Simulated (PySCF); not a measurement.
GaO (SMILES [O]=[Ga]), doublet, at a GFN2-xTB geometry (such geometries of metal compounds can be far from the true shape); BLYP/3-21G (PySCF).

Input for PySCF:
```python
from pyscf import gto, scf, dft

mol = gto.M(
    atom='''
Ga   -0.00000000   -0.00000000   -0.33770072
O     0.00000000    0.00000000    1.30859028
''',
    basis='3-21g',
    spin=1,
    verbose=4,
)

mf = dft.UKS(mol)
mf.xc = 'blyp'
mf.DIIS = scf.EDIIS
mf.kernel()
mf.analyze()
```

What the program printed (banner, timings and long lists left out):

```
PySCF version 2.14.0

[INPUT] verbose = 4
[INPUT] num. atoms = 2
[INPUT] num. electrons = 39
[INPUT] charge = 0
[INPUT] spin (= nelec alpha-beta = 2S) = 1
[INPUT] symmetry False subgroup None
[INPUT] Mole.unit = angstrom
[INPUT] Symbol           X                Y                Z      unit          X                Y                Z       unit  Magmom
[INPUT]  1 Ga     0.000000000000   0.000000000000  -0.337700720000 AA    0.000000000000   0.000000000000  -0.638161872868 Bohr   0.0
[INPUT]  2 O      0.000000000000   0.000000000000   1.308590280000 AA    0.000000000000   0.000000000000   2.472877238468 Bohr   0.0

nuclear repulsion = 79.7161305675364
number of shells = 15
number of NR pGTOs = 69
number of NR cGTOs = 31
basis = 3-21g
ecp = {}

******** <class 'pyscf.dft.uks.UKS'> ********
method = UKS
initial guess = minao
damping factor = 0
level_shift factor = 0
DIIS = <class 'pyscf.scf.diis.EDIIS'>
diis_start_cycle = 1
diis_space = 8
diis_damp = 0
SCF conv_tol = 1e-09
SCF conv_tol_grad = None
SCF max_cycles = 50
direct_scf = True
direct_scf_tol = 1e-13
number electrons alpha = 20  beta = 19
XC library pyscf.dft.libxc version 7.1.2
    S. Lehtola, C. Steigemann, M. J. T. Oliveira, and M. A. L. Marques,  SoftwareX 7, 1–5 (2018)
XC functionals = blyp
    A. D. Becke,  Phys. Rev. A 38, 3098 (1988)
    C. Lee, W. Yang, and R. G. Parr,  Phys. Rev. B 37, 785 (1988)
    B. Miehlich, A. Savin, H. Stoll, and H. Preuss,  Chem. Phys. Lett. 157, 200 (1989)
radial grids:
    Treutler-Ahlrichs [JCP 102, 346 (1995); DOI:10.1063/1.469408] (M4) radial grids

becke partition: Becke, JCP 88, 2547 (1988); DOI:10.1063/1.454033
pruning grids: <function nwchem_prune>
grids dens level: 3
symmetrized grids: False
atomic radii adjust function: <function treutler_atomic_radii_adjust>
small_rho_cutoff = 0
Set gradient conv threshold to 3.16228e-05
tot grids = 34992
init E= -1988.68430515675

cycle= 1 E= -1989.8306878613  delta_E= -1.15  |g|= 0.851  |ddm|= 1.09
cycle= 2 E= -1982.81096884098  delta_E= 7.02  |g|= 2.36  |ddm|= 4.41
cycle= 3 E= -1988.48094931927  delta_E= -5.67  |g|= 1.98  |ddm|= 4.64
cycle= 4 E= -1989.15715741394  delta_E= -0.676  |g|= 1.39  |ddm|= 0.334
cycle= 5 E= -1989.15715742997  delta_E= -1.6e-08  |g|= 1.39  |ddm|= 1.17e-08
cycle= 6 E= -1989.1571574056  delta_E= 2.44e-08  |g|= 1.39  |ddm|= 1.78e-08
cycle= 7 E= -1989.15715741408  delta_E= -8.48e-09  |g|= 1.39  |ddm|= 6.18e-09
cycle= 8 E= -1989.15715740969  delta_E= 4.39e-09  |g|= 1.39  |ddm|= 3.2e-09
cycle= 9 E= -1989.15715741412  delta_E= -4.43e-09  |g|= 1.39  |ddm|= 3.23e-09
cycle= 10 E= -1989.15715741559  delta_E= -1.47e-09  |g|= 1.39  |ddm|= 1.07e-09
cycle= 11 E= -1980.22884187674  delta_E= 8.93  |g|= 2.56  |ddm|= 5.25
cycle= 12 E= -1988.53954148523  delta_E= -8.31  |g|= 1.92  |ddm|=  5.3
cycle= 13 E= -1988.82786069642  delta_E= -0.288  |g|= 1.66  |ddm|= 0.141
cycle= 14 E= -1988.82786069395  delta_E= 2.47e-09  |g|= 1.66  |ddm|= 1.59e-09
cycle= 15 E= -1988.82786069642  delta_E= -2.47e-09  |g|= 1.66  |ddm|= 1.59e-09
cycle= 16 E= -1988.8278606963  delta_E= 1.24e-10  |g|= 1.66  |ddm|= 7.82e-11
cycle= 17 E= -1988.82786066313  delta_E= 3.32e-08  |g|= 1.66  |ddm|= 2.14e-08
cycle= 18 E= -1988.8278607081  delta_E= -4.5e-08  |g|= 1.66  |ddm|= 2.9e-08
cycle= 19 E= -1988.82786069708  delta_E= 1.1e-08  |g|= 1.66  |ddm|= 7.11e-09
cycle= 20 E= -1979.47959906932  delta_E= 9.35  |g|= 2.53  |ddm|= 5.38
cycle= 21 E= -1988.61118220448  delta_E= -9.13  |g|= 1.85  |ddm|= 5.39
cycle= 22 E= -1988.71079356861  delta_E= -0.0996  |g|= 1.76  |ddm|= 0.0509
cycle= 23 E= -1988.71079353364  delta_E= 3.5e-08  |g|= 1.76  |ddm|= 2.17e-08
cycle= 24 E= -1988.71079357966  delta_E= -4.6e-08  |g|= 1.76  |ddm|= 2.85e-08
cycle= 25 E= -1988.71079355652  delta_E= 2.31e-08  |g|= 1.76  |ddm|= 1.44e-08
cycle= 26 E= -1988.71079353462  delta_E= 2.19e-08  |g|= 1.76  |ddm|= 1.36e-08
cycle= 27 E= -1988.71079353422  delta_E= 4.04e-10  |g|= 1.76  |ddm|= 2.49e-10
cycle= 28 E= -1988.71079353235  delta_E= 1.87e-09  |g|= 1.76  |ddm|= 1.16e-09
cycle= 29 E= -1979.26739899235  delta_E= 9.44  |g|=  2.5  |ddm|= 5.41
cycle= 30 E= -1988.64055964655  delta_E= -9.37  |g|= 1.82  |ddm|= 5.41
cycle= 31 E= -1988.67277242982  delta_E= -0.0322  |g|= 1.79  |ddm|= 0.0169
cycle= 32 E= -1988.67277243249  delta_E= -2.67e-09  |g|= 1.79  |ddm|= 1.63e-09
cycle= 33 E= -1988.67277243313  delta_E= -6.41e-10  |g|= 1.79  |ddm|= 3.92e-10
cycle= 34 E= -1988.67277243246  delta_E= 6.7e-10  |g|= 1.79  |ddm|= 4.08e-10
cycle= 35 E= -1988.67277243011  delta_E= 2.35e-09  |g|= 1.79  |ddm|= 1.44e-09
cycle= 36 E= -1988.67277239359  delta_E= 3.65e-08  |g|= 1.79  |ddm|= 2.24e-08
cycle= 37 E= -1988.6727724328  delta_E= -3.92e-08  |g|= 1.79  |ddm|= 2.4e-08
cycle= 38 E= -1979.20396469083  delta_E= 9.47  |g|=  2.5  |ddm|= 5.42
cycle= 39 E= -1988.65049272814  delta_E= -9.45  |g|= 1.81  |ddm|= 5.42
cycle= 40 E= -1988.6607268075  delta_E= -0.0102  |g|=  1.8  |ddm|= 0.00547
cycle= 41 E= -1988.66072679813  delta_E= 9.38e-09  |g|=  1.8  |ddm|= 5.71e-09
cycle= 42 E= -1988.66072687154  delta_E= -7.34e-08  |g|=  1.8  |ddm|= 4.48e-08
cycle= 43 E= -1988.66072681235  delta_E= 5.92e-08  |g|=  1.8  |ddm|= 3.61e-08
cycle= 44 E= -1988.66072681295  delta_E= -6.05e-10  |g|=  1.8  |ddm|= 3.68e-10
cycle= 45 E= -1988.66072681352  delta_E= -5.66e-10  |g|=  1.8  |ddm|= 3.45e-10
cycle= 46 E= -1988.66072682805  delta_E= -1.45e-08  |g|=  1.8  |ddm|= 8.86e-09
cycle= 47 E= -1979.18442365531  delta_E= 9.48  |g|= 2.49  |ddm|= 5.42
cycle= 48 E= -1988.65369500878  delta_E= -9.47  |g|= 1.81  |ddm|= 5.42
cycle= 49 E= -1988.65693042561  delta_E= -0.00324  |g|=  1.8  |ddm|= 0.00174
cycle= 50 E= -1988.65693041135  delta_E= 1.43e-08  |g|=  1.8  |ddm|= 8.69e-09
SCF not converged.
SCF energy = -1988.65693041135 after 50 cycles  <S^2> = 0.7500122  2S+1 = 2.0000122
**** SCF Summaries ****
Total Energy =                       -1988.656930411349094
Nuclear Repulsion Energy =              79.716130567536382
One-electron Energy =                -2940.153911420301483
Two-electron Energy =                  871.780850441416078
Two-electron Coulomb Energy =          956.560722773953557
DFT Exchange-Correlation Energy =      -84.779872332537494
**** MO energy ****
                             alpha | beta                alpha | beta
MO #1   energy= -368.443686163337  | -368.442794485746  occ= 1 | 1
MO #2   energy= -44.9571744656992  | -44.95609870702    occ= 1 | 1
MO #3   energy= -39.713908413089   | -39.7122578194593  occ= 1 | 1
MO #4   energy= -39.7103230308217  | -39.7095625228241  occ= 1 | 1
MO #5   energy= -39.7103230308217  | -39.7095625228241  occ= 1 | 1
MO #6   energy= -19.6428031240303  | -19.6408987655764  occ= 1 | 1
MO #7   energy= -5.06723871196159  | -5.06495651078178  occ= 1 | 1
MO #8   energy= -3.38867185841124  | -3.38649842937465  occ= 1 | 1
MO #9   energy= -3.36882271381345  | -3.36617079383242  occ= 1 | 1
MO #10  energy= -3.36882271381343  | -3.36617079383241  occ= 1 | 1
MO #11  energy= -1.42490675403598  | -1.42144466464497  occ= 1 | 1
MO #12  energy= -0.912578313915889 | -0.909072792078274 occ= 1 | 1
MO #13  energy= -0.85708006582996  | -0.854535529807849 occ= 1 | 1
MO #14  energy= -0.857080065829957 | -0.854535529807848 occ= 1 | 1
MO #15  energy= -0.482290361890318 | -0.477807090919778 occ= 1 | 1
MO #16  energy= -0.478220587907934 | -0.4752399629562   occ= 1 | 1
MO #17  energy= -0.478220587907925 | -0.475239962956188 occ= 1 | 1
MO #18  energy= -0.463984085782033 | -0.46050596584144  occ= 1 | 1
MO #19  energy= -0.463983123785317 | -0.460505649054892 occ= 1 | 1
MO #20  energy= -0.203895205059138 | -0.189576616834908 occ= 1 | 0
MO #21  energy= -0.0434089867133792 | -0.0262399643447141 occ= 0 | 0
MO #22  energy= -0.0434089867133741 | -0.02623996434471  occ= 0 | 0
MO #23  energy= -0.0225933678709835 | -0.0148799176559617 occ= 0 | 0
MO #24  energy= 0.150960453257615  | 0.166355698211237  occ= 0 | 0
MO #25  energy= 0.19999686252118   | 0.21107830490516   occ= 0 | 0
MO #26  energy= 0.19999686252119   | 0.211078304905168  occ= 0 | 0
MO #27  energy= 0.27641821032289   | 0.286893836137761  occ= 0 | 0
MO #28  energy= 0.845807122683965  | 0.848756658245774  occ= 0 | 0

To work with the spin densities directly, `use mulliken_meta_spin()` only printing them here.

 ** Mulliken spin pop alpha/beta on meta-lowdin orthogonal AOs **
 ** Mulliken Spin Density (per AO)  **
spin_pop of  0 Ga 1s        0.00001
spin_pop of  0 Ga 2s        0.00010
spin_pop of  0 Ga 3s        0.00451
spin_pop of  0 Ga 4s        0.87887
spin_pop of  0 Ga 5s        0.02425
spin_pop of  0 Ga 2px      -0.00000
spin_pop of  0 Ga 2py      -0.00000
spin_pop of  0 Ga 2pz       0.00000
spin_pop of  0 Ga 3px      -0.00001
spin_pop of  0 Ga 3py      -0.00001
spin_pop of  0 Ga 3pz       0.00002
spin_pop of  0 Ga 4px       0.00021
spin_pop of  0 Ga 4py       0.00021
spin_pop of  0 Ga 4pz       0.00959
spin_pop of  0 Ga 5px       0.00001
spin_pop of  0 Ga 5py       0.00001
spin_pop of  0 Ga 5pz       0.00191
spin_pop of  0 Ga 3dxy     -0.00000
spin_pop of  0 Ga 3dyz     -0.00003
spin_pop of  0 Ga 3dz^2     0.01830
spin_pop of  0 Ga 3dxz     -0.00003
spin_pop of  0 Ga 3dx2-y2    0.00000
spin_pop of  1 O 1s        0.00000
spin_pop of  1 O 2s        0.03442
spin_pop of  1 O 3s        0.00024
spin_pop of  1 O 2px      -0.00029
spin_pop of  1 O 2py      -0.00029
spin_pop of  1 O 2pz       0.02754
spin_pop of  1 O 3px       0.00010
spin_pop of  1 O 3py       0.00010
spin_pop of  1 O 3pz       0.00025
 ** Mulliken Spin Density (per atom)  **
spin density of  0 Ga =      0.93793
spin density of  1 O =      0.06207
 ** Mulliken pop alpha/beta on meta-lowdin orthogonal AOs **
 ** Mulliken pop       alpha | beta **
pop of  0 Ga 1s        1.00000 | 0.99999
pop of  0 Ga 2s        0.99998 | 0.99988
pop of  0 Ga 3s        0.99954 | 0.99503
pop of  0 Ga 4s        0.94992 | 0.07105
pop of  0 Ga 5s        0.02478 | 0.00053
pop of  0 Ga 2px       1.00000 | 1.00000
pop of  0 Ga 2py       1.00000 | 1.00000
pop of  0 Ga 2pz       0.99999 | 0.99999
pop of  0 Ga 3px       0.99977 | 0.99977
pop of  0 Ga 3py       0.99977 | 0.99977
pop of  0 Ga 3pz       0.99973 | 0.99971
pop of  0 Ga 4px       0.01042 | 0.01021
pop of  0 Ga 4py       0.01042 | 0.01021
pop of  0 Ga 4pz       0.07917 | 0.06957
pop of  0 Ga 5px       0.00033 | 0.00031
pop of  0 Ga 5py       0.00033 | 0.00031
pop of  0 Ga 5pz       0.00296 | 0.00105
pop of  0 Ga 3dxy      1.00000 | 1.00000
pop of  0 Ga 3dyz      0.99808 | 0.99811
pop of  0 Ga 3dz^2     0.99215 | 0.97385
pop of  0 Ga 3dxz      0.99808 | 0.99811
pop of  0 Ga 3dx2-y2    1.00000 | 1.00000
pop of  1 O 1s        0.99989 | 0.99989
pop of  1 O 2s        0.95376 | 0.91934
pop of  1 O 3s        0.00181 | 0.00157
pop of  1 O 2px       0.98021 | 0.98049
pop of  1 O 2py       0.98021 | 0.98049
pop of  1 O 2pz       0.98682 | 0.95929
pop of  1 O 3px       0.01120 | 0.01111
pop of  1 O 3py       0.01120 | 0.01111
pop of  1 O 3pz       0.00949 | 0.00924
In total            20.00000 | 19.00000
 ** Mulliken atomic charges   ( Nelec_alpha | Nelec_beta ) **
charge of  0Ga =      1.80712  (    15.06540     14.12747 )
charge of  1O =     -1.80712  (     4.93460      4.87253 )
Dipole moment(X, Y, Z, Debye):  0.00000,  0.00000, -17.04983
```

Convergence was not reached.
